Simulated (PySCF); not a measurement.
CH3I. Atoms are numbered in the order given.

```xyz
5

C      0.0000     0.0000     1.8277
I      0.0000     0.0000    -0.3287
H      0.8957     0.5171     2.1518
H     -0.8957     0.5171     2.1518
H      0.0000    -1.0342     2.1518
```
Charge 0, spin multiplicity 1.

The structure is a stationary point at B3LYP-D3(BJ)/def2-TZVP. The def2 effective core potentials stand for the cores of I; spin–orbit coupling is left out.

Method: HF/def2-TZVPD (PySCF).

Symmetry labels are those of the subgroup Cs that the program uses (full group C3v).

Q: List the valence orbital energies around the gap with their symmetry. (The exact figures need the calculation; the answer reports its results.)

A: 
```tsv
orbital	symmetry	energy (eV)
HOMO−7	A"	-61.56
HOMO−6	A'	-27.17
HOMO−5	A'	-22.85
HOMO−4	A'	-16.49
HOMO−3	A"	-16.49
HOMO−2	A'	-12.52
HOMO−1	A'	-9.84
HOMO	A"	-9.84
LUMO	A'	1.14
LUMO+1	A'	1.65
LUMO+2	A"	1.65
LUMO+3	A'	2.06
```
